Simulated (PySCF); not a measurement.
Si(Me)2 (C₂H₆Si), SMILES C[Si]C (connectivity only; charge and spin as stated), neutral, multiplicity 1. Atoms are numbered in the order given.

```xyz
9

Si     0.0000     0.0000     0.7558
C     -1.4332    -0.0119    -0.4981
H     -2.3951    -0.2944    -0.0652
H     -1.2398    -0.6190    -1.3894
H     -1.5299     1.0292    -0.8478
C      1.4332     0.0119    -0.4981
H      1.2398     0.6190    -1.3894
H      1.5299    -1.0292    -0.8478
H      2.3951     0.2944    -0.0652
```
Charge 0, spin multiplicity 1.

Coordinates come from a TPSSh-D3(BJ)/def2-TZVP optimisation. The isomer is the one that the SMILES or the coordinates give; other isomers of the formula were not compared.

Method: SMD-ωB97X/6-31G* (PySCF).

Solvation free energies are E(SMD) − E(gas) at the gas-phase geometry, for 1 M in both phases. In vacuum the dipole moment is 1.58 D.

```tsv
solvent	ΔG(solv) (kcal/mol)	its non-electrostatic (CDS) part	dipole (D)
water	-0.6	2.6	2.21
ethylethanoate	-2.9	-0.5	2.04
1-octanol	-2.8	0.0	2.11
```
